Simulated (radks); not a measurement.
Species: H. Configuration: 1s1.

All-electron calculation, scalar-relativistic Kohn-Sham, PBE, spin-polarised, spherical densities, finite nucleus; open shells are filled with parallel spins first; Gaussian nuclear charge, rms radius 0.8783 fm. Program: a radial shooting solver on a logarithmic mesh with Libxc functionals.

Energy parts (eV):
| part | energy |
|---|---|
| total | -13.606 |
| kinetic | 13.465 |
| electron-nucleus | -27.053 |
| Hartree | 8.349 |
| exchange-correlation | -8.367 |

Orbitals (lengths in bohr, moments of r in powers of bohr; r(max) is where P^2 peaks):
| orbital | occ. | eigenvalue (eV) | <r^4> | r(max) | <r> | <1/r> |
|---|---|---|---|---|---|---|
| 1s up | 1 | -7.5945 | 28.36 | 0.9828 | 1.542 | 0.9942 |

The highest occupied level is 1s up at -7.595 eV. The density falls to 0.001 e/bohr^3 at r = 2.91 bohr. Spin moment in Bohr magnetons: 1. Summed over all electrons, <r^2> = 3.238 bohr^2, which gives a Langevin (diamagnetic) susceptibility term of -2.56 x 10^-6 cm^3/mol.
